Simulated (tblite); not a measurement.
C5H10OS (charge +1 and doublet state).
Structure used (GFN2-xTB), in Å, numbered top down from 1:
```
atom  x, y, z in Å
C1     2.8197    0.6769    0.0225
O2     1.4937    0.2088    0.1267
C3     0.9490   -0.4500   -0.8685
C4    -0.3067   -0.9727   -0.7770
C5    -1.1483   -0.8839    0.4301
C6    -2.3663    0.0621    0.2296
S7    -1.8983    1.8022    0.3465
H8     3.4693    0.0355    0.6266
H9     3.1752    0.6857   -1.0092
H10    2.8474    1.6832    0.4436
H11    1.5280   -0.5762   -1.7802
H12   -0.7194   -1.4614   -1.6455
H13   -0.5638   -0.5610    1.2917
H14   -1.5753   -1.8688    0.6371
H15   -3.1135   -0.1431    0.9928
H16   -2.8001   -0.0806   -0.7587
H17   -1.7977    1.8552    1.6820
```

Computed values, GFN2-xTB/tblite, gas phase, harmonic and unscaled. This tight-binding method is rough: wavenumbers can miss measured ones by several per cent, in bad cases by 10 to 20. Modes of hydrogen on sulfur can be 10 to 20 % off. One conformer, not necessarily the lowest. Open shells enter through the occupations alone, without spin polarisation, and single modes of such species can be off by tens of per cent. The optimisation stopped once no atom felt more than 0.01 eV/Å.

Lowest wavenumbers of the output (negative numbers stand for imaginary wavenumbers):
```
mode    cm-1
  1     -24.0
  2      47.0
  3      93.2
  4     149.4
  5     175.3
  6     204.6
  7     253.8
  8     285.9
  9     381.7
 10     461.5
```

Question: Is this structure a minimum?

Answer: Not by this Hessian. 1 mode is imaginary beyond 20i (24i cm⁻¹), so at this level the point lies at or near a first-order saddle. The curvature is small, so loose convergence or finite differences may be the whole cause.

Question: Which atoms move in the imaginary mode?

Answer: 24i: S7 (sulfur bonded to C and H) 38 %, C1 (carbon bonded to O and 3 H) 22 %, O2 (oxygen bonded to 2 C) 13 %. These are shares of the mass-weighted motion.

Question: What is the remedy?

Answer: Step along that mode in both directions, optimise again with tighter thresholds and repeat the frequencies. The zero-point energy of this point (85.0 kcal/mol) counts the 44 real modes alone, and thermal corrections from it aren't those of a minimum.
